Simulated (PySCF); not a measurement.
Compound: C₄H₁₁ClSi₂.
Geometry (PBE0-D3(BJ)/def2-SVP, Å), atoms numbered from 1 in this order:
```
atom  x, y, z in Å
C1    -1.1456    1.8252   -0.6773
Si2   -0.3965    0.1988   -0.1168
C3    -1.7627   -1.1090    0.0263
Cl4   -1.0364   -2.6745    0.5269
C5     1.0650   -0.4507   -1.1433
Si6    2.0550   -0.5638    0.4817
C7     0.6450    0.2534    1.4718
H8    -1.6390    1.7205   -1.6563
H9    -1.8893    2.1897    0.0490
H10   -0.3634    2.5945   -0.7728
H11   -2.5117   -0.8363    0.7849
H12   -2.2872   -1.2755   -0.9263
H13    0.8998   -1.4027   -1.6690
H14    1.4725    0.2818   -1.8581
H15    3.3231    0.2339    0.4733
H16    2.3673   -1.9600    0.9086
H17    0.2562   -0.3272    2.3214
H18    0.8821    1.2717    1.8188
```

All values: wB97X-D/def2-SVPD (PySCF, non-relativistic), on one gas-phase PBE0-D3(BJ)/def2-SVP geometry that isn't relaxed in the solvent. The solvent is an IEF-PCM continuum (Bondi radii, 1.10 Å for H, scaled by 1.2). Specific hydrogen bonds and non-electrostatic terms are outside this model.

Gas phase at wB97X-D/def2-SVPD: HOMO -9.29 eV, LUMO 1.74 eV, dipole 2.58 D.

Q: What does the continuum do to the energy, the frontier levels and the dipole at wB97X-D/def2-SVPD in cyclohexane and methanol?

A: 
```json
{"solvent": "cyclohexane", "ε": "2.017", "E(solvent) − E(gas) (kJ/mol)": "-5.28", "polarisation term (kJ/mol)": "-5.69", "distortion of the solute (kJ/mol)": "0.41", "HOMO (eV)": "-9.23", "LUMO (eV)": "1.84", "dipole (D)": "2.98"}
{"solvent": "methanol", "ε": "32.61", "E(solvent) − E(gas) (kJ/mol)": "-13.70", "polarisation term (kJ/mol)": "-16.77", "distortion of the solute (kJ/mol)": "3.07", "HOMO (eV)": "-9.17", "LUMO (eV)": "1.89", "dipole (D)": "3.70"}
```

The polarisation term is half the interaction of the solute with the surface charges that it induces; the rest is the cost of distorting the solute's density. The sum is the electrostatic part of solvation alone. The atom shares or the degeneracy of the LUMO differ from the gas phase in methanol, so that column needn't follow one orbital. From cyclohexane to methanol the lowering changes by a factor 2.59, Onsager's factor (ε − 1)/(2ε + 1) by 2.36 and ε itself by 16.2.

Q: Which radius a makes the point-dipole formula ΔE = −[(ε − 1)/(2ε + 1)]·μ²/a³ give the value in methanol, with the gas-phase dipole?

A: μ = 1.016 au and |ΔE| = 0.00522 Eh give a = 2.41 Å; the farthest nucleus lies 3.37 Å from the centroid of the nuclei, so such a sphere wouldn't even hold the nuclei. The formula assumes a rigid point dipole at the centre of a sphere.

Q: Give the dipole vector in the frame of the coordinates (D, pointing from negative to positive charge), gas and methanol.

A: Gas (-1.22, 2.15, -0.74), solvent (-1.81, 3.04, -1.06). Its length changes by +43 % and its direction by 1°.

Q: How does the static polarisability (wB97X-D/def2-SVPD, frozen core, with the continuum's full static response) change?

A: 
```json
{"medium": "gas", "isotropic (au)": "110.0", "principal values (au)": "95.9, 110.8, 123.3", "⟨r²⟩ of the electrons (bohr²)": "1433.0"}
{"medium": "cyclohexane", "isotropic (au)": "124.7", "principal values (au)": "109.1, 124.7, 140.1", "⟨r²⟩ of the electrons (bohr²)": "1433.2"}
{"medium": "methanol", "isotropic (au)": "153.1", "principal values (au)": "138.3, 150.3, 170.8", "⟨r²⟩ of the electrons (bohr²)": "1433.4"}
```

The isotropic value in methanol is 1.39 times the gas-phase one; no cavity-field correction is applied. ⟨r²⟩ is taken about the centre of nuclear charge.

Note: wB97X-D ran without an empirical dispersion term, which enters the total energy and its gradient alone.
